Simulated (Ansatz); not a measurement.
A series at In: from `[Br][In]([Br])[Br]`, ligands are replaced one by one, each step taking up H₂ and setting free HBr; n counts the steps. Ansatz, PBE0-D4/def2-TZVP geometries.

```json
{"n": "0", "molecule": "`[Br][In]([Br])[Br]`", "HOMO energy, ωB97M-V/def2-TZVPP (eV)": "-10.96"}
{"n": "1", "molecule": "`[Br][InH][Br]`", "HOMO energy, ωB97M-V/def2-TZVPP (eV)": "-10.55"}
{"n": "2", "molecule": "`[Br][InH2]`", "HOMO energy, ωB97M-V/def2-TZVPP (eV)": "?"}
{"n": "3", "molecule": "`[InH3]`", "HOMO energy, ωB97M-V/def2-TZVPP (eV)": "-10.37"}
```

Problem. By hand: fit a straight line y = ȳ + b (n − n̄) to the 3 given rows and predict n = 2.

Solution. n̄ = 1.333, ȳ = -10.627; Σ(n − n̄)(y − ȳ) = 0.847, Σ(n − n̄)² = 4.667, so b = 0.181 eV a step. Prediction: -10.627 + (0.181) × (0.667) = -10.51 eV.

Problem. By hand: compare with the computed value, -10.02 eV, and give the steps along the whole series.

Solution. The line misses by 0.49 eV (computed minus predicted). Steps: 0.41, 0.53, -0.35 eV.

The steps change sign along the series, so a line is a poor guide. The highest orbital can change its character along such a series. The miss is 52.1 % of the series' range.

Spin–orbit coupling is left out; it splits and shifts lone-pair levels of the heavy atoms by tenths of an eV.
